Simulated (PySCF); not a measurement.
PySCF input for 1-bromocyclobutene (C4H5Br), SMILES BrC1=CCC1, B3LYP/pcSseg-1. Geometry: PBE-D3(BJ)/def2-SVP.

```python
import numpy as np
from pyscf import gto, scf, dft
from pyscf.prop.nmr import rks as nmr

mol = gto.M(
    atom='''
    Br    0.00423898   -1.35522017   -0.00000000
    C    -0.06187330    0.52584946    0.00000000
    C    -1.07403251    1.42332430    0.00000000
    C    -0.10549057    2.59626773    0.00000000
    C     1.05713879    1.54085060    0.00000000
    H    -2.16990322    1.34554861   -0.00000001
    H    -0.13709228    3.24203650   -0.90333323
    H    -0.13709228    3.24203650    0.90333322
    H     1.70063452    1.54266587   -0.90385859
    H     1.70063451    1.54266587    0.90385859
    ''',
    basis='pcSseg-1',
    charge=0,
    spin=0,
    max_memory=1600,
    verbose=3,
)
mf = dft.RKS(mol, xc='b3lyp')
mf.grids.level = 3
mf.conv_tol = 1e-10
mf.max_cycle = 100
mf.kernel()
n = nmr.NMR(mf)
n.verbose = 2
n.max_cycle_cphf = 60
sigma = n.kernel()
print('atom   isotropic/ppm   span/ppm')
for i, s in enumerate(sigma):
    w = np.linalg.eigvalsh((s + s.T) / 2)
    print(f'{mol.atom_symbol(i):2s}{i + 1:3d} {w.mean():14.3f} {w[2] - w[0]:11.3f}')
```

Log of the run:

```
converged SCF energy = -2729.2745814299
atom   isotropic/ppm   span/ppm
Br  1       1965.010    1492.422
C   2         31.318     171.493
C   3         28.577     198.498
C   4        145.058      14.172
C   5        133.698      33.950
H   6         24.946       5.267
H   7         28.558       8.587
H   8         28.558       8.587
H   9         28.397       6.964
H  10         28.397       6.964
```

The calculation finished and met its thresholds.

Cost: around 40 core-seconds (rough).
